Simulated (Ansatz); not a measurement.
SiEt3(NCO) (C₇H₁₅NOSi). Charge 0, multiplicity 1. Geometry PBE-D4/def2-SVP; atoms count from 1.

```xyz
25

Si    0.066    0.041    0.050
C     1.732   -0.646   -0.529
C     2.023   -0.462   -2.025
H     1.761   -1.724   -0.258
H     2.522   -0.162    0.089
H     2.995   -0.911   -2.315
H     1.238   -0.938   -2.649
H     2.060    0.610   -2.310
C    -0.074    1.899   -0.278
C    -1.445    2.511    0.042
H     0.186    2.072   -1.345
H     0.729    2.399    0.309
H    -1.481    3.594   -0.199
H    -2.252    2.016   -0.535
H    -1.702    2.407    1.117
C    -0.266   -0.375    1.866
C    -0.315   -1.874    2.189
H    -1.223    0.114    2.151
H     0.520    0.133    2.470
H    -0.541   -2.062    3.259
H    -1.095   -2.388    1.590
H     0.650   -2.376    1.967
N    -1.180   -0.748   -0.901
C    -2.035   -1.296   -1.556
O    -2.874   -1.834   -2.198
```

Single mean-field runs in def2-TZVP are fitted with def2-universal-jkfit.

(1) Estimate the Mulliken populations from the PBE0/def2-TZVP orbitals of Ansatz.

(2) And the Mayer bond orders between heavy atoms (over 0.3)?

Results:

(1) 
```json
{"atom": "Si1", "charge (e)": "0.29"}
{"atom": "C2", "charge (e)": "-0.27"}
{"atom": "C3", "charge (e)": "-0.39"}
{"atom": "H4", "charge (e)": "0.12"}
{"atom": "H5", "charge (e)": "0.12"}
{"atom": "H6", "charge (e)": "0.13"}
{"atom": "H7", "charge (e)": "0.13"}
{"atom": "H8", "charge (e)": "0.12"}
{"atom": "C9", "charge (e)": "-0.27"}
{"atom": "C10", "charge (e)": "-0.39"}
{"atom": "H11", "charge (e)": "0.12"}
{"atom": "H12", "charge (e)": "0.12"}
{"atom": "H13", "charge (e)": "0.13"}
{"atom": "H14", "charge (e)": "0.13"}
{"atom": "H15", "charge (e)": "0.12"}
{"atom": "C16", "charge (e)": "-0.27"}
{"atom": "C17", "charge (e)": "-0.39"}
{"atom": "H18", "charge (e)": "0.12"}
{"atom": "H19", "charge (e)": "0.12"}
{"atom": "H20", "charge (e)": "0.13"}
{"atom": "H21", "charge (e)": "0.13"}
{"atom": "H22", "charge (e)": "0.12"}
{"atom": "N23", "charge (e)": "-0.22"}
{"atom": "C24", "charge (e)": "0.29"}
{"atom": "O25", "charge (e)": "-0.27"}
```
Mulliken values depend strongly on the basis.

(2) Si1–C2 1.00 (1.89 Å); Si1–C9 1.00 (1.89 Å); Si1–C16 1.00 (1.89 Å); Si1–N23 1.04 (1.75 Å); C2–C3 0.99 (1.53 Å); C9–C10 0.99 (1.53 Å); C16–C17 0.99 (1.53 Å); N23–C24 2.06 (1.21 Å); C24–O25 2.08 (1.19 Å).
